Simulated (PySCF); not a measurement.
PySCF input file for SbF₄, SMILES [F][Sb+]([F])([F])[F], charge +1, B3LYP-D3(BJ)/def2-SVP. Geometry optimised at B3LYP-D3(BJ)/def2-SVP. The spin state was assumed, not searched. The isomer is the one that the SMILES or the coordinates give; other isomers of the formula were not compared. The def2 effective core potentials stand for the cores of Sb; spin–orbit coupling is left out.

```python
import numpy as np
from pyscf import gto, scf, dft
from pyscf.hessian import thermo

mol = gto.M(
    atom='''
    Sb    0.00000000    0.00000000   -0.00000000
    F     1.07708995    1.07708995   -1.07708995
    F    -1.07708995    1.07708995    1.07708995
    F    -1.07708995   -1.07708995   -1.07708995
    F     1.07708995   -1.07708995    1.07708995
    ''',
    basis='def2-SVP',
    ecp={'Sb': 'def2-svp'},
    charge=1,
    spin=0,
    max_memory=1600,
    verbose=3,
)
mf = dft.RKS(mol, xc='b3lyp').density_fit(auxbasis='def2-universal-jkfit')
mf.disp = 'd3bj'
mf.grids.level = 3
mf.conv_tol = 1e-11
mf.max_cycle = 100
mf.kernel()

# [left out here: the lines that compute and print the analytic Hessian (its translational invariance restored by hand, since the grid's response is missing), thermochemistry and intensities]
```

Log of the run:

```
converged SCF energy = -639.017197937992

WARN: DFTD3 does not support analytical Hessian, using finite difference


WARN: Mole.unit (angstrom) is changed to Bohr

Mode                                 0                   1                   2
Irrep
Freq [cm^-1]                      144.5138            144.5138            188.2498
Reduced mass [au]                  18.9984             18.9984             23.0201
Force const [Dyne/A]                0.2338              0.2338              0.4806
Char temp [K]                     207.9232            207.9232            270.8496
Normal mode                   x     y     z       x     y     z       x     y     z
       0  Sb                 0.00 -0.00 -0.00   -0.00 -0.00 -0.00    0.03 -0.01  0.03
       1   F                -0.07  0.09  0.02    0.07  0.02  0.09   -0.10  0.03 -0.06
       2   F                 0.07  0.09 -0.02   -0.07  0.02 -0.09   -0.06  0.02 -0.10
       3   F                 0.07 -0.09  0.02   -0.07 -0.02  0.09   -0.03  0.09 -0.02
       4   F                -0.07 -0.09 -0.02    0.07 -0.02 -0.09    0.01 -0.05  0.01
Mode                                 3                   4                   5
Irrep
Freq [cm^-1]                      188.2501            188.2503            669.9365
Reduced mass [au]                  23.0201             23.0201             18.9984
Force const [Dyne/A]                0.4806              0.4807              5.0238
Char temp [K]                     270.8499            270.8502            963.8894
Normal mode                   x     y     z       x     y     z       x     y     z
       0  Sb                -0.00 -0.04 -0.02    0.03  0.01 -0.03   -0.00  0.00 -0.00
       1   F                -0.02  0.08  0.08    0.01  0.05 -0.01    0.07  0.07 -0.07
       2   F                 0.07  0.03 -0.02   -0.03 -0.09  0.02   -0.07  0.07  0.07
       3   F                -0.07  0.03 -0.02   -0.06 -0.02  0.10   -0.07 -0.07 -0.07
       4   F                 0.02  0.08  0.08   -0.10 -0.02  0.06    0.07 -0.07  0.07
Mode                                 6                   7                   8
Irrep
Freq [cm^-1]                      742.3843            742.3843            742.3844
Reduced mass [au]                  22.3411             22.3411             22.3411
Force const [Dyne/A]                7.2546              7.2546              7.2546
Char temp [K]                    1068.1257           1068.1258           1068.1259
Normal mode                   x     y     z       x     y     z       x     y     z
       0  Sb                -0.03  0.01 -0.02   -0.00  0.03  0.02    0.03  0.01 -0.02
       1   F                -0.01 -0.01  0.02   -0.03 -0.03  0.03   -0.10 -0.10  0.10
       2   F                 0.02 -0.02 -0.02    0.08 -0.08 -0.08   -0.06  0.06  0.06
       3   F                 0.06  0.06  0.06   -0.08 -0.08 -0.08   -0.02 -0.02 -0.02
       4   F                 0.10 -0.10  0.10    0.03 -0.03  0.03    0.01 -0.01  0.02
temperature 298.1500 [K]
pressure 101325.00 [Pa]
Rotational constants [GHz] 2.86620 2.86620 2.86620
Symmetry number 12
Zero-point energy (ZPE) 0.00855 [Eh]   22435.168 [J/mol]
                           tot       elec      trans        rot        vib
Entropy [J/mol/K]       322.885      0.000    174.684     92.369     55.832
Cv [J/mol/K]             77.344      0.000     12.472     12.472     52.400
Cp [J/mol/K]             85.658      0.000     20.786     12.472     52.400
Internal energy [J/mol]                      3718.434   3718.434  31518.184
Internal energy [Eh]   -639.00236  -639.01720
Enthalpy [J/mol]                             6197.391   3718.434  31518.184
Enthalpy [Eh]          -639.00142
Gibbs free energy [J/mol]                  -45884.620 -23821.384  14871.869
Gibbs free energy [Eh] -639.03808
static polarisability / bohr^3: [[26.997  0.    -0.   ]
 [-0.    26.997  0.   ]
 [-0.     0.    26.997]]
largest difference of analytic and finite-field dipole derivatives / e: 0.00011144726200037862
mode   freq/cm-1   IR/(km/mol)   Raman/(A^4/amu)   depolarisation
   1      144.51         0.000             1.841            0.750
   2      144.51         0.000             1.841            0.750
   3      188.25        37.409             1.631            0.750
   4      188.25        37.409             1.631            0.750
   5      188.25        37.409             1.631            0.750
   6      669.94         0.000            24.224            0.000
   7      742.38        35.706             4.884            0.750
   8      742.38        35.706             4.884            0.750
   9      742.38        35.706             4.885            0.750
max |gradient| / (hartree/bohr): 0.0002452466370348606
APT charges: [ 2.4885 -0.3721 -0.3721 -0.3721 -0.3721]
```

The run converged.

Cost: around 110 core-seconds (rough).
